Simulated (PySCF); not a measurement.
**Working out the excitation energy of Cl⁺**

Cl⁺ [Ne] 3s2 3p4 (3P) → Cl⁺ [Ne] 3s2 3p3 3d1 (5D). All numbers are calculated (PySCF 2.14, the non-relativistic Hamiltonian (point nucleus), in aug-cc-pwCVDZ (6s5p3d, 36 functions)). Frozen: nothing. Energies in hartree (1 hartree = 27.21139 eV):

| part | Cl⁺ (lower) | Cl⁺ (upper) |
| --- | --- | --- |
| UHF | -459.038793 | -458.535670 |
| MP2 opposite-spin | -0.178513 | -0.156996 |
| MP2 same-spin | -0.071494 | -0.065738 |

Question: What does Hartree-Fock give?

Answer: (-458.535670) − (-459.038793) = 0.503123 hartree = 13.691 eV.

Question: What do MP2 and SCS-MP2 (6/5 opposite-spin, 1/3 same-spin) give?

Answer: The opposite-spin parts differ by 0.586 eV and the same-spin parts by 0.157 eV. MP2: 13.691 + (0.586) + (0.157) = 14.434 eV. SCS-MP2: 13.691 + 1.2 × (0.586) + (0.157)/3 = 14.447 eV.

Measured between the centres of the two terms (NIST): 13.633 eV, so MP2 (all electrons) is off by 0.801 eV.

A double-zeta basis recovers only part of the correlation energy.

What remains against the reference includes basis incompleteness and correlation beyond second order.
